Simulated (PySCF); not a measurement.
## Computed properties of F₆Se, SMILES F[Se](F)(F)(F)(F)F

F6Se, SMILES F[Se](F)(F)(F)(F)F. Coordinates come from a ωB97X-D3(BJ)/def2-SVP optimisation. Other conformers were not sampled. All values are computed for the isolated molecule unless a solvent is named; none is compared with measurement here.

**Structure.** The optimised structure has Oh symmetry. All 15 harmonic modes at ωB97X-D3(BJ)/def2-SVP (PySCF) are real, so it is a minimum. With heavy atoms numbered as in [F:1][Se:2]([F:3])([F:4])([F:5])([F:6])[F:7], the shortest bond between them is F1–Se2 at 1.705 Å and the longest Se2–F7 at 1.705 Å.

**Vibrations.** The strongest infrared lines (harmonic, unscaled, degenerate partners summed) lie at 814 cm⁻¹ (501 km/mol, F 67 %, Se 33 %), 439 cm⁻¹ (178 km/mol, F 74 %, Se 26 %). The softest mode is at 267 cm⁻¹ and the zero-point energy is 11.2 kcal/mol.

**Electronic structure.** B3LYP/def2-TZVP (PySCF) places the frontier levels at -12.40 and -4.25 eV, a gap of 8.15 eV, and gives a dipole moment of 0.00 D and a mean polarisability of 31.7 bohr³.

**Excitations.** TDA-ωB97X/def2-SVPD (PySCF) has S1 at 7.25 eV (171 nm, f = 0.000, dark); the most intense of the 10 singlets computed lies at 8.51 eV (f = 0.24). Strengths of degenerate partners are summed. T1 (TDA) is at 6.75 eV, 0.50 eV under S1. No vertical singlet excitation falls in the visible range (under 3.1 eV).

**NMR.** GIAO shifts at PBE0/pcSseg-1 (PySCF) (non-relativistic, atoms alike by connectivity averaged): ¹⁹F at 87.5 ppm against CFCl3.
